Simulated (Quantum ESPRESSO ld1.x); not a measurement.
Species: Br. Configuration: [Ar] 3d8 4s2 4p5 4d2 (not the ground configuration). Calculated with ld1.x of Quantum ESPRESSO 7.5: scalar-relativistic Kohn-Sham, LDA (Slater exchange, Perdew-Wang correlation), spin-polarised, spherical densities, point nucleus; open shells are filled with parallel spins first.

Normalised radial functions P(r) = r R(r), r in bohr:

r           4s up
0.002299   0.0466
0.003656   0.0694
0.005862   0.1008
0.009322   0.1382
0.01495    0.1732
0.02377    0.1810
0.03811    0.1194
0.06109   -0.0475
0.09716   -0.2566
0.1558    -0.2719
0.2477     0.1141
0.3972     0.4893
0.6317     0.0635
1.013     -0.7784
1.624     -0.8366
2.582     -0.3142
4.14      -0.0373
6.584     -0.0010
10.56     0.0000
16.79     0.0000
26.91      0.0000

4s up: eigenvalue -33.538 eV, 3 radial nodes at r = 0.0548, 0.223, 0.654 bohr, <r> = 1.49 bohr, 90 % of the charge inside 2.20 bohr.
